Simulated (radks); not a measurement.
Problem. Os3+, configuration [Xe] 4f14 5d5. All-electron calculation, Dirac Kohn-Sham, BLYP, spin-unpolarised, spherical densities, finite nucleus; open shells are shared between the two j in proportion to 2j + 1; Fermi nuclear charge, rms radius 5.4126 fm. Program: a radial shooting solver on a logarithmic mesh with Libxc functionals.

Spin-orbit splittings of the eigenvalues, e(l+1/2) - e(l-1/2), with zeta = 2 splitting/(2l+1) and mean radii in bohr:

| shell | occ. | splitting (eV) | zeta (eV) | <r> j=l-1/2 | <r> j=l+1/2 |
|---|---|---|---|---|---|
| 2p | 6 | ? | ? | 0.06130 | 0.06949 |
| 3p | 6 | 334.0 | 222.7 | 0.1835 | 0.1986 |
| 3d | 10 | 72.36 | 28.94 | 0.1734 | 0.1781 |
| 4p | 6 | 78.49 | 52.33 | 0.4357 | 0.4693 |
| 4d | 10 | 14.54 | 5.815 | 0.4825 | 0.4938 |
| 4f | 14 | 2.809 | 0.8025 | 0.5519 | 0.5601 |
| 5p | 6 | 12.44 | 8.295 | 1.093 | 1.189 |
| 5d | 5 | 1.267 | 0.5069 | 1.590 | 1.636 |

Estimate the 2p splitting.

Solution. 1532 eV (zeta = 1021 eV).
